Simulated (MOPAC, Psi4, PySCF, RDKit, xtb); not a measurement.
Two geometries of SMILES C#C[SiH2][SiH2]C#N, relaxed at B3LYP-D3(BJ)/def2-SVP with one dihedral held; other torsions can differ between them too.

Structure A

```
11

C      3.1435    -0.3708     0.1527
C      2.0847     0.1547    -0.1372
Si     0.4309     0.8357    -0.5085
Si    -1.1829    -0.6432     0.3990
C     -0.2776    -2.0495     1.2146
N      0.3234    -2.9089     1.7132
H      4.0788    -0.8350     0.4089
H      0.2679     2.1818     0.1086
H      0.2271     0.9451    -1.9803
H     -2.0603    -1.2361    -0.6472
H     -2.0205     0.0033     1.4460
```

Structure B

```
11

C     -3.1476    -0.3046     0.1863
C     -2.0691     0.1589    -0.1357
Si    -0.4058     0.7758    -0.5841
Si     1.1622    -0.6728     0.4077
C      0.8533    -2.3757    -0.2793
N      0.6296    -3.4199    -0.7357
H     -4.1028    -0.7118     0.4655
H     -0.2031     2.1563    -0.0604
H     -0.2262     0.7712    -2.0620
H      2.5688    -0.3139     0.0778
H      0.9868    -0.7520     1.8827
```

Q: Which is lower in energy at the level Psi4 with DF-MP2 (frozen core)/cc-pVTZ // B3LYP-D3(BJ)/def2-SVP, and by how much?

A: B is lower, by 1.03 kcal/mol (dihedral C2–Si3–Si4–C5: 0° in A, 60° in B).

E(B) − E(A) in kcal/mol at the other levels, on the same two geometries: MMFF94 // B3LYP-D3(BJ)/def2-SVP (RDKit) -2.04; B3LYP/def2-TZVP // B3LYP-D3(BJ)/def2-SVP (Psi4) -1.31; B3LYP-D3(BJ)/def2-TZVP // B3LYP-D3(BJ)/def2-SVP (Psi4) -1.08; PBE/def2-TZVP // B3LYP-D3(BJ)/def2-SVP (Psi4) -1.17; PBE-D3(BJ)/def2-TZVP // B3LYP-D3(BJ)/def2-SVP (Psi4) -1.03; wB97X-D/def2-TZVP // B3LYP-D3(BJ)/def2-SVP (Psi4) -1.06; HF/cc-pVTZ // B3LYP-D3(BJ)/def2-SVP (Psi4) -1.40; UFF // B3LYP-D3(BJ)/def2-SVP (RDKit) -1.89; AM1, restricted, heats of formation // B3LYP-D3(BJ)/def2-SVP (MOPAC) 0.28; PM3, restricted, heats of formation // B3LYP-D3(BJ)/def2-SVP (MOPAC) -0.33; GFN1-xTB // B3LYP-D3(BJ)/def2-SVP (xtb) -0.21; restricted B3LYP/6-31G*, spherical d, density fitting // B3LYP-D3(BJ)/def2-SVP (PySCF) -1.13; restricted B3LYP/3-21G // B3LYP-D3(BJ)/def2-SVP (PySCF) -0.99; restricted MP2 (frozen core)/3-21G // B3LYP-D3(BJ)/def2-SVP (PySCF) -0.93; restricted Hartree-Fock/3-21G // B3LYP-D3(BJ)/def2-SVP (PySCF) -1.02.

MMFF94 has few fitted parameters for silicon.
